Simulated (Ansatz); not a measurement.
# Molecular dynamics, step by step

MgZnH2 (SMILES [MgH][ZnH]), closed shell, BHLYP-D4/def2-SVP (Ansatz 0.2.0). Settings (timestep in fs, temperature in K, friction in 1/fs; T counts 12 degrees of freedom, while the starting velocities carry no drift of the centre of mass, so T starts below the set value):

```yaml
hamiltonian: {xc: {name: BHLYP}, dispersion: d4}
md: {n_steps: 40, timestep: 0.25, temperature: 100, ensemble: nvt_langevin, seed: 872, friction: 0.05, initial_velocities: maxwell_boltzmann}
```

Start (the SMILES describes the start alone):

```json
{"atom": "Mg1", "x (Å)": "0.1309", "y (Å)": "-1.0865", "z (Å)": "0.5657"}
{"atom": "Zn2", "x (Å)": "-0.1451", "y (Å)": "1.1067", "z (Å)": "-0.5914"}
{"atom": "H3", "x (Å)": "0.3575", "y (Å)": "-2.5978", "z (Å)": "1.3888"}
{"atom": "H4", "x (Å)": "-0.3433", "y (Å)": "2.5777", "z (Å)": "-1.3631"}
```

| step | time (fs) | potential energy less the start (meV) | kinetic energy (meV) | T (K) |
| --- | --- | --- | --- | --- |
| 0 | 0.00 | 0.0 | 38.8 | 75 |
| 2 | 0.50 | -2.3 | 37.4 | 72 |
| 4 | 1.00 | -6.3 | 42.9 | 83 |
| 6 | 1.50 | -10.5 | 49.8 | 96 |
| 8 | 2.00 | -15.2 | 48.0 | 93 |
| 10 | 2.50 | -19.9 | 47.4 | 92 |
| 12 | 3.00 | -24.3 | 50.3 | 97 |
| 14 | 3.50 | -27.5 | 54.1 | 105 |
| 16 | 4.00 | -30.2 | 61.2 | 118 |
| 18 | 4.50 | -32.2 | 51.4 | 99 |
| 20 | 5.00 | -33.7 | 46.6 | 90 |
| 22 | 5.50 | -34.1 | 31.7 | 61 |
| 24 | 6.00 | -34.1 | 28.8 | 56 |
| 26 | 6.50 | -34.0 | 39.3 | 76 |
| 28 | 7.00 | -33.3 | 34.2 | 66 |
| 30 | 7.50 | -32.5 | 26.9 | 52 |
| 32 | 8.00 | -32.1 | 29.2 | 57 |
| 34 | 8.50 | -32.4 | 24.3 | 47 |
| 36 | 9.00 | -33.7 | 31.9 | 62 |
| 38 | 9.50 | -35.0 | 27.3 | 53 |
| 40 | 10.00 | -36.3 | 35.2 | 68 |

Step 16, positions (Å) and forces (eV/Å):

```json
{"atom": "Mg1", "x": "0.130", "y": "-1.082", "z": "0.577", "Fx": "0.150", "Fy": "-0.973", "Fz": "0.456"}
{"atom": "Zn2", "x": "-0.142", "y": "1.109", "z": "-0.594", "Fx": "-0.118", "Fy": "0.840", "Fz": "-0.391"}
{"atom": "H3", "x": "0.361", "y": "-2.629", "z": "1.340", "Fx": "-0.052", "Fy": "0.270", "Fz": "-0.111"}
{"atom": "H4", "x": "-0.322", "y": "2.534", "z": "-1.314", "Fx": "0.020", "Fy": "-0.137", "Fz": "0.046"}
```

Step 28, positions (Å) and forces (eV/Å):

| atom | x | y | z | Fx | Fy | Fz |
| --- | --- | --- | --- | --- | --- | --- |
| Mg1 | 0.131 | -1.081 | 0.588 | 0.123 | -0.793 | 0.331 |
| Zn2 | -0.141 | 1.111 | -0.595 | -0.055 | 0.344 | -0.115 |
| H3 | 0.361 | -2.625 | 1.308 | -0.029 | 0.114 | -0.014 |
| H4 | -0.313 | 2.498 | -1.291 | -0.039 | 0.335 | -0.202 |

Step 34, positions (Å) and forces (eV/Å):

```json
{"atom": "Mg1", "x": "0.131", "y": "-1.081", "z": "0.593", "Fx": "0.105", "Fy": "-0.641", "Fz": "0.246"}
{"atom": "Zn2", "x": "-0.141", "y": "1.112", "z": "-0.596", "Fx": "-0.047", "Fy": "0.258", "Fz": "-0.063"}
{"atom": "H3", "x": "0.365", "y": "-2.616", "z": "1.290", "Fx": "-0.010", "Fy": "-0.026", "Fz": "0.059"}
{"atom": "H4", "x": "-0.313", "y": "2.492", "z": "-1.290", "Fx": "-0.048", "Fy": "0.409", "Fz": "-0.242"}
```

Last step (40):

Mg1  (0.131, -1.081, 0.598)
Zn2  (-0.141, 1.112, -0.596)
H3  (0.367, -2.608, 1.270)
H4  (-0.318, 2.500, -1.302)
(Å)

The run took about 3 min on 2 CPU threads of an AMD EPYC (shared host).
